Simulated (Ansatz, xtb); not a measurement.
# Relative energy of two structures of CaHLi

Structure a is a triplet given by its coordinates and structure b is `[Li][CaH]`, a singlet. Both are isolated molecules in the gas phase, relaxed with B3LYP-D3(BJ)/6-311G**.

a (Å):

```
atom    x (Å)    y (Å)    z (Å)
  Ca  -0.1351   0.2225  -1.7246
  Li   0.8586   0.0942   1.2863
   H  -0.2457  -0.6469   0.1576
```

Close contacts (Å): Ca1–Li2 3.17, Ca1–H3 2.08, Li2–H3 1.74.

b (Å):

| atom | x (Å) | y (Å) | z (Å) |
| --- | --- | --- | --- |
| Ca | 0.0000 | 0.0000 | -0.4095 |
| Li | 0.0000 | 0.0000 | 2.8484 |
| H | 0.0000 | 0.0000 | -2.4388 |

Task: Estimate E(b) − E(a) at the level CCSD(T)/def2-QZVPP.

Result: Calculated at CCSD(T)/def2-QZVPP: E(b) − E(a) = −8.3 kcal/mol, so structure b lies lower.

How the difference moves with the method:

```
                level               geometry  E(b) − E(a) (kcal/mol)  departure from the last row (kcal/mol)  job, with rough time for the two
B3LYP-D3(BJ)/6-311G**  B3LYP-D3(BJ)/6-311G**                      −5.5                                    +2.8                optimisation, 98 s
        HF/def2-QZVPP  B3LYP-D3(BJ)/6-311G**                      +6.5                                   +14.7           part of the CCSD(T) run
       MP2/def2-QZVPP  B3LYP-D3(BJ)/6-311G**                      −4.4                                    +3.9           part of the CCSD(T) run
   CCSD(T)/def2-QZVPP  B3LYP-D3(BJ)/6-311G**                      −8.3                                                        single point, 77 s
```

HF/def2-QZVPP puts the two in the other order. The largest departure from CCSD(T)/def2-QZVPP is that of HF/def2-QZVPP, 14.7 kcal/mol. At CCSD(T)/def2-QZVPP a singlet with the links of a lies below this triplet. Levels run at GFN2-xTB geometries aren't shown.

With harmonic frequencies from B3LYP-D3(BJ)/6-311G** (ideal gas, rigid rotor, one conformer each, 298.15 K, 1 atm): on the last row, ΔE + ΔZPE = −9.0, ΔH = −8.5, ΔG = −8.3 kcal/mol.

Open shells are spin-unrestricted. The correlated steps freeze 5 core orbitals; the last core shell of Ca and Li is correlated, in a basis made for valence electrons. ΔG holds the spin degeneracy. Codes used: Ansatz 0.2.0; the last row on 1 thread of Intel(R) Xeon(R) Processor @ 2.50GHz (Skylake/Cascade Lake) on a shared host.
